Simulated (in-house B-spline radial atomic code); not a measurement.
The numbers below are computed, except where a source is named.
# Ghost states of the separable form: W

W, [Xe] 4f14 5d4 6s2, non-relativistic PBE (a model for so heavy an element), spherical and spin-unpolarised, from a B-spline radial code for spherical atoms (atomic units; all potentials screened as in the neutral atom).

Troullier-Martins channels: 6s (ε = -0.1747, r_c = 2.862 bohr), 5d (ε = -0.2133, r_c = 1.476 bohr). In the Kleinman-Bylander form one channel serves as the local potential, and each other channel l becomes |δV u><u δV|/<u|δV|u>, with δV = V_l − V_local and u the pseudo-orbital. Its strength is E_KB = <u|δV²|u>/<u|δV|u>. By the analysis of Gonze, Stumpf and Scheffler a spurious state lies below the reference level ε if E_KB > 0 and ε is above the second level of the local potential alone, or if E_KB < 0 and ε is above its first. The table's levels are those of angular momentum l in a sphere of 9 bohr, whose wall can lift a shallow ε a little above its free-atom value.

```csv
local,channel,<u δV u>,<u δV² u>,ε,first local level,second local level
s,d,-1.9631,8.0122,-0.2133,0.0697,0.3137
d,s,0.17588,0.45088,-0.1735,-3.3065,-0.4635
```

Task: Apply the rule to each row.

Result: Local s, channel d: E_KB = -4.08, so ε = -0.2133 is set against 0.0697: no ghost. Local d, channel s: E_KB = +2.56, so ε = -0.1735 is set against -0.4635: a ghost.

Diagonalising the separable Hamiltonian gives:

```csv
local,channel,three lowest levels,"all-electron, two lowest valence levels"
s,d,"-0.2133, 0.1162, 0.4242","-0.2133, 0.1141"
d,s,"-1.8526, -0.1735, 0.1119","-0.1735, 0.1126"
```

Task: Which choices of local channel are safe?

Result: Free of ghosts: s. With d local the s channel has a ghost 1.68 hartree below ε, since the local potential binds more than one state below ε, and a repulsive term of rank one raises each level at most to the next, so it clears only one of them. Among the safe choices the second level, which tests transfer, is off by at most 2.1 millihartree (s local).
